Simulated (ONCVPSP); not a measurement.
Before and after: ONCV potential for germanium

```
Element                 : Ge (Z = 32)
Generator               : ONCVPSP 4.0.1
Type                    : optimised norm-conserving Vanderbilt (ONCV)
Functional              : PBE
Relativity              : scalar-relativistic
Frozen core             : [Ar]
Valence charge          : 14
Reference configuration : 3d10 4s2 4p2
Partial waves           : 4s: rc 1.30 bohr, ncon 3, nbas 8, qcut 5.8 1/bohr, 1 projector; 4p: rc 1.75 bohr, ncon 4, nbas 9, qcut 4.7 1/bohr, 2 projectors, debl 1.1 Ha; 3d: rc 1.35 bohr, ncon 3, nbas 7, qcut 12 1/bohr, 1 projector
Local potential         : polynomial inside 0.85 bohr (lpopt 3, dvloc0 0 Ha)
Core correction         : Teter function, fcfact 3.75, rcfact 1.65
```

Change: d: qcut 10.5.

Cutoffs: the cutoffs (Ha) at which the residual kinetic energy of the hardest occupied pseudo-wave falls to 1 and 0.1 mHa per electron; they do not see the model core or the augmentation charge, which bear on the density cutoff. Errors are all-electron minus pseudo energies relative to the spin-unpolarised reference configuration.

Question: What does the change do?

Answer: The potential gets softer (57 Ha and 109 Ha → 48 Ha and 109 Ha); both files keep a bound ghost (s); of the 4 tests that both files solve, the error grows in 1 and shrinks in 2 by more than 15 % and 0.3 meV (median size 7.9 → 2.1 meV). The waves are optimised to have the least kinetic energy above qcut, so the cutoff follows it (qcut²/2 in Ha).

| quantity | base | changed |
| --- | --- | --- |
| cutoff, loose | 57 Ha | 48 Ha |
| cutoff, tight | 109 Ha | 109 Ha |
| loose cutoff by channel | s 17 Ha, p 6.9 Ha, d 57 Ha | s 17 Ha, p 6.9 Ha, d 48 Ha |
| bound ghosts | s | s |
| GHOST(+) flags under 300 eV | p at 83.6 eV | p at 83.6 eV |
| error for 3d10 4s2 4p1, meV [ΔE 7.44 eV] | -1.0 | -1.0 |
| error for 3d10 4s2 4p0, meV [ΔE 22.88 eV] | -0.7 | -1.5 |
| error for 3d10 4s1 4p0, meV [ΔE 57.68 eV] | +15 | +2.6 |
| error for 3d9 4s2 4p3, meV [ΔE 29.63 eV] | -201 | -82 |
| s: phases at 1.32 bohr within 0.05 rad from the reference energy up to (Ha; the scan ends near 5) | 3.1 | 3.1 |
| p: phases at 1.78 bohr within 0.05 rad from the reference energy up to (Ha; the scan ends near 5) | 2.9 | 2.9 |
| d: phases at 1.37 bohr within 0.05 rad from the reference energy up to (Ha; the scan ends near 5) | 0.5 | 0.4 |
| rms error of d²Exc/dni dnj with the model core, mHa | 0.19 | 0.34 |

 A true bound ghost makes a file unfit for plane-wave use even where its test errors are small: the radial tests pick states by their node count and pass the ghost by.
